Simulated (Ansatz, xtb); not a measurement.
C5H8BrF: which of two isomers lies lower

Structure X is `CC(C)=C[C@H](F)Br`, a singlet and structure Y is `FC1(CBr)CCC1`, a singlet. Both are isolated molecules in the gas phase, relaxed with r2SCAN-D4/def2-SVP; the shapes shown needn't be the lowest conformers.

X (Å):

```csv
atom,x (Å),y (Å),z (Å)
C,-1.5341,0.0706,-2.6371
C,-0.8715,0.4735,-1.3536
C,-1.0357,1.9148,-0.9716
C,-0.2159,-0.4348,-0.6020
C,0.4816,-0.1635,0.6704
Br,-0.7629,-0.4150,2.2329
F,1.5181,-1.0222,0.8407
H,-2.6195,0.2695,-2.5928
H,-1.3858,-0.9944,-2.8638
H,-1.1444,0.6663,-3.4810
H,-0.6973,2.5761,-1.7876
H,-2.1057,2.1374,-0.8142
H,-0.5070,2.1939,-0.0507
H,-0.1829,-1.4864,-0.9099
H,0.8412,0.8661,0.8019
```

Y (Å):

```yaml
atoms:
  - { symbol: C, position_ang: [-0.7832, 0.3517, -0.3532] }
  - { symbol: C, position_ang: [-2.1976, 0.8797, -0.3651] }
  - { symbol: C, position_ang: [0.0433, 0.9246, 0.8213] }
  - { symbol: C, position_ang: [0.6676, 1.9297, -0.1758] }
  - { symbol: C, position_ang: [0.1918, 1.0220, -1.3365] }
  - { symbol: Br, position_ang: [-3.1283, 0.4819, -2.0399] }
  - { symbol: F, position_ang: [-0.8286, -1.0262, -0.4150] }
  - { symbol: H, position_ang: [-2.2167, 1.9717, -0.2465] }
  - { symbol: H, position_ang: [-2.7840, 0.4081, 0.4358] }
  - { symbol: H, position_ang: [-0.4987, 1.3046, 1.7025] }
  - { symbol: H, position_ang: [0.7676, 0.1606, 1.1427] }
  - { symbol: H, position_ang: [1.7487, 2.1117, -0.0904] }
  - { symbol: H, position_ang: [0.1517, 2.9028, -0.1668] }
  - { symbol: H, position_ang: [0.9620, 0.2916, -1.6264] }
  - { symbol: H, position_ang: [-0.2364, 1.4797, -2.2415] }
```

Task: Estimate E(Y) − E(X) at the level CCSD(T)/def2-SVP + ΔMP2/def2-TZVPP.

Result: Too close to call at this level: CCSD(T)/def2-SVP + ΔMP2/def2-TZVPP gives E(Y) − E(X) = +0.73 kcal/mol.

Level by level:

| level | geometry | E(Y) − E(X) (kcal/mol) | departure from the last row (kcal/mol) | job, with rough time for the two |
| --- | --- | --- | --- | --- |
| GFN2-xTB | GFN2-xTB | −8.59 | −9.32 | optimisation, 0.17 s |
| HF/STO-3G | GFN2-xTB | −21.88 | −22.60 | single point, 0.44 s |
| r2SCAN-D4/def2-SVP//GFN2-xTB | GFN2-xTB | +1.32 | +0.60 | single point, 4.4 s |
| r2SCAN-D4/def2-SVP | r2SCAN-D4/def2-SVP | +1.11 | +0.38 | optimisation, 60 s |
| HF/def2-SVP | r2SCAN-D4/def2-SVP | +1.28 | +0.55 | part of the CCSD(T) run |
| MP2/def2-SVP | r2SCAN-D4/def2-SVP | −1.34 | −2.07 | part of the CCSD(T) run |
| CCSD(T)/def2-SVP | r2SCAN-D4/def2-SVP | −0.03 | −0.75 | single point |
| CCSD(T)/def2-SVP + ΔMP2/def2-TZVPP | r2SCAN-D4/def2-SVP | +0.73 |  | single point, 2.3 min |

As drawn, Y has 2 C–C in place of 1 C=C. Structure X has no ring, Y a 4-membered ring.

The largest departure from CCSD(T)/def2-SVP + ΔMP2/def2-TZVPP is that of HF/STO-3G, 22.60 kcal/mol. The last row adds to CCSD(T) the change of the MP2 difference between the two basis sets, here +0.75 kcal/mol.

With thermal terms from frequencies at re-optimised GFN2-xTB minima (ideal gas, soft modes damped towards free rotors, one conformer each, 298.15 K, 1 atm): on the last row, ΔE + ΔZPE = +2.66, ΔH = +1.67, ΔG = +3.75 kcal/mol.

The correlated steps freeze 15 core orbitals; the filled d shell of Br is correlated, in a basis made for valence electrons. Mirror images aren't counted in ΔG. Programs: Ansatz 0.2.0, xtb 6.7.1; the last row on 4 threads of Arm Neoverse V2 on a shared host.
